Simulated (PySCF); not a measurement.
HOS, SMILES [O]S, multiplicity 2. Atoms are numbered in the order given.

```xyz
3

S     -0.0986    -0.4595     0.0000
O      0.0479     1.0363     0.0000
H      1.1948    -0.9391     0.0000
```
Charge 0, spin multiplicity 2.

Geometry: r2SCAN-D4/def2-TZVPD.

Computed with B3LYP/pcH-1 in PySCF.

Unrestricted Kohn–Sham, ⟨S²⟩ = 0.754. Hyperfine tensors hold the contact and dipolar terms, without spin-orbit corrections.

Computed hyperfine couplings:
```
nucleus    A(iso) (MHz)  A(iso) (G)  dipolar principal values (MHz)
---------  ------------  ----------  ------------------------------
33S no. 1          10.7         3.8              -50.9, -45.6, 96.5
17O no. 2         -35.2       -12.6              -178.0, 88.1, 89.9
1H no. 3          -30.8       -11.0               -12.2, -1.6, 13.8
```

Problem. And the g tensor (effective nuclear charges for spin-orbit coupling, GIAO)? (An estimate is asked for; the answer gives what the named calculation found.)

Solution. principal values 2.0021, 2.0112, 2.0233; isotropic 2.0122.
